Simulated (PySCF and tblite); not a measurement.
Results of a calculation; reference values are marked as such.
3 regioisomers of C₈H₆O₂:

```
isomer                                                           SMILES
     A  [O:1]=[CH:2][c:3]1[cH:4][cH:5][c:6]([CH:7]=[O:8])[cH:9][cH:10]1
     B    [O:1]=[CH:2][c:3]1[cH:4][cH:5][cH:6][cH:7][c:8]1[CH:9]=[O:10]
     C  [O:1]=[CH:2][c:3]1[cH:4][cH:5][cH:6][c:7]([CH:8]=[O:9])[cH:10]1
```

Each isomer is a Boltzmann average at 298.15 K over at most 4 conformers: GFN2-xTB geometries, energies PBE0/pcSseg-1 (IEF-PCM, water) (D3(BJ) added where defined), GFN2-xTB thermal terms. Programs: PySCF with density fitting and tblite.

(1) Rank the isomers by free energy at 298.15 K.

The search found a single conformer for at least one isomer; other rotamers may be missing.

## Answers

(1) 
```json
{"isomer": "C", "ΔG (kcal/mol)": "0.0", "ΔE, lowest conformer": "0.0", "conformers": "3", "largest weight %": "55", "rms dipole (D)": "4.80"}
{"isomer": "A", "ΔG (kcal/mol)": "1.5", "ΔE, lowest conformer": "0.7", "conformers": "1", "largest weight %": "100", "rms dipole (D)": "0.00"}
{"isomer": "B", "ΔG (kcal/mol)": "4.4", "ΔE, lowest conformer": "4.4", "conformers": "3", "largest weight %": "84", "rms dipole (D)": "6.52"}
```
